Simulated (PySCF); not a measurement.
**From orbital energies to the Hartree-Fock energy**

System: phosphine (H$_{3}$P), singlet, geometry from GFN2-xTB. Level: HF/pcseg-1 (PySCF). Sums are taken with unrounded values, so a last digit can differ.

Occupied orbital energies (Eh, each doubly occupied): -79.91012, -7.47459, -5.37829, -5.37829, -5.37680, -0.86485, -0.52702, -0.52702, -0.39047. One-electron energy -509.16187 Eh, nuclear repulsion 17.96512 Eh.

### Question
Work out the total energy, and say why twice the sum of orbital energies isn't the electronic energy.

### Answer
Twice the sum of the occupied levels is -211.65490 Eh. It holds the one-electron energy once and the electron-electron energy twice, since each pair is counted from both sides: 2Σε = E1 + 2 E2. So E2 = (-211.65490 - (-509.16187))/2 = 148.75349 Eh, and E = E1 + E2 + E_nuc = -342.44327 Eh. PySCF's converged energy is -342.44327 Eh.
